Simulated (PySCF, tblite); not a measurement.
Isomers of C2H8FN2Si (doublet state), one GFN2-xTB conformer each. Single-point energies are computed at B3LYP/pcH-1 (PySCF, gas phase, no added dispersion term), electronic only. GFN2-xTB treats the open shell by occupation alone, and not every SCF solution was tested for stability.

```json
{"SMILES": "CN(C)[Si](N)F", "GFN2-xTB relative energy (kJ/mol)": "7.2"}
{"SMILES": "CN(C)[Si@H]([NH])F", "GFN2-xTB relative energy (kJ/mol)": "18.5"}
{"SMILES": "[CH2]N(C)[Si@@H](N)F", "GFN2-xTB relative energy (kJ/mol)": "0.0"}
```

Conformers: `[CH3:1][N:2]([CH3:3])[Si:4]([NH2:5])[F:6]` (doublet state) with C1–N2–Si4–N5 -49°, N2–Si4–N5–H 99° and -123°; `[CH3:1][N:2]([CH3:3])[Si@H:4]([NH:5])[F:6]` (doublet state) with C1–N2–Si4–N5 -81°, N2–Si4–N5–H 91°; `[CH2:1][N:2]([CH3:3])[Si@@H:4]([NH2:5])[F:6]` (doublet state) with H–C1–N2–C3 -16° and -173°, C1–N2–Si4–N5 72°, N2–Si4–N5–H -51° and 166°.

Question: What does B3LYP/pcH-1 give for the same structures?

Answer: 
```
              SMILES  B3LYP/pcH-1 E (Eh)  B3LYP/pcH-1 (kJ/mol)  GFN2-xTB (kJ/mol)  point group
       CN(C)[Si](N)F          -579.96000                   0.0                7.2           C1
[CH2]N(C)[Si@@H](N)F          -579.95832                   4.4                0.0           C1
  CN(C)[Si@H]([NH])F          -579.92587                  89.6               18.5           C1
```

GFN2-xTB puts [CH2]N(C)[Si@@H](N)F lowest instead; measured from each level's own lowest isomer, the values differ by up to 71.1 kJ/mol (CN(C)[Si@H]([NH])F: 18.5 against 89.6). Neighbours under 21 kJ/mol apart (CN(C)[Si](N)F and [CH2]N(C)[Si@@H](N)F) can change places with a better method, another conformer or zero-point energy.

Question: What happens when harmonic zero-point energies from GFN2-xTB frequencies are added?

Answer: 
| SMILES | ZPE (kJ/mol) | electronic (kJ/mol) | with ZPE (kJ/mol) |
| --- | --- | --- | --- |
| CN(C)[Si](N)F | 285.2 | 0.0 | 9.3 |
| [CH2]N(C)[Si@@H](N)F | 271.5 | 4.4 | 0.0 |
| CN(C)[Si@H]([NH])F | 274.6 | 89.6 | 88.4 |

The zero-point energies span 13.7 kJ/mol. [CH2]N(C)[Si@@H](N)F becomes the lowest.
